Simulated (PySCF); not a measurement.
Working with the constants of TlSb

UHF-CCSD(T) constants of TlSb, ³Σ⁻ (triplet), unpaired electrons π ↑↑ (PySCF, scalar-relativistic core potentials, basis sets Tl cc-pVDZ-PP with ECP60, Sb cc-pVDZ-PP with ECP28; masses 204.9744 and 120.9038 u):

| Item | Value |
| --- | --- |
| ωe | 118.8 cm⁻¹ |
| ωexe | 0.227 cm⁻¹ |
| Be | 0.023707 cm⁻¹ |
| αe | 6.41e-05 cm⁻¹ |
| De to Tl + Sb | 1.17 eV |

(1) What force constant and bond length do these constants imply?

(2) Estimate the centrifugal constant D from the Kratzer relation and find the Dunham coefficient a1.

Correlated steps freeze 8 core orbitals. Correlated levels converge slowly with the basis: in double zeta they bind strong bonds too weakly, by up to about 1 eV, and carry superposition errors of some tenths. Spin–orbit coupling is left out, which matters for elements this heavy, above all for dissociation energies. The state is the lowest determinant that a PBE0 search found; another state may lie lower at other levels.

Answers

(1) Reduced mass μred = 76.047 u; k = 5.8918×10⁻⁷·μred·ωe² (u, cm⁻¹, mdyn/Å) = 0.632 mdyn/Å; Re = √(16.8576/(μred·Be)) (u, cm⁻¹, Å) = 3.058 Å.

(2) D = 4Be³/ωe² = 3.78e-09 cm⁻¹; a1 = −1 − αeωe/(6Be²) = -3.26.
